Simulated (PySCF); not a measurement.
## Correlation energy of Zr(2+) (zirconium, charge +2)

[Kr] 4d1 5s1, high-spin 3D determinant (an excited configuration). Computed with PySCF 2.14 in aug-cc-pVTZ-PP with ECP28MDF, with scalar relativity through the core potential. Frozen: 4s2 4p6; 2 electrons correlated.

With two correlated electrons CCSD is exact within the correlated space (frozen core and kept virtual orbitals).

```
level  correlation energy (mhartree)
 CCSD                          -6.10
```

Diagnostics: T1 = 0.0038, D1 = 0.0074, largest double amplitude 0.025.

Question: Is a single reference adequate?

Answer: Yes, within this model without spin-orbit coupling: T1 lies below 0.03 and no double amplitude reaches 0.07.
